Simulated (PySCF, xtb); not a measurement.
Ga(Br)(Me)(NH2) (CH5BrGaN), SMILES [CH3][Ga]([Br])[NH2]. One conformer was computed; it need not be the lowest.

Harmonic wavenumbers (cm⁻¹) from GFN2-xTB (xtb) at its own minimum, in rising order: 9, 94, 97, 127, 220, 280, 286, 498, 539, 604, 655, 686, 1254, 1420, 1430, 1457, 2946, 2955, 2969, 3381, 3432.

Task: What does TPSSh-D3(BJ)/def2-SVP (PySCF) give at its own minimum? (An estimate is asked for; the answer gives what the named calculation found.)

Result: 63, 118, 130, 148, 245, 286, 407, 572, 688, 724, 725, 769, 1233, 1447, 1450, 1522, 3041, 3142, 3149, 3558, 3667. Paired by order, the mean absolute difference is 85 cm⁻¹ and the zero-point energies are 36.2 and 38.7 kcal/mol.
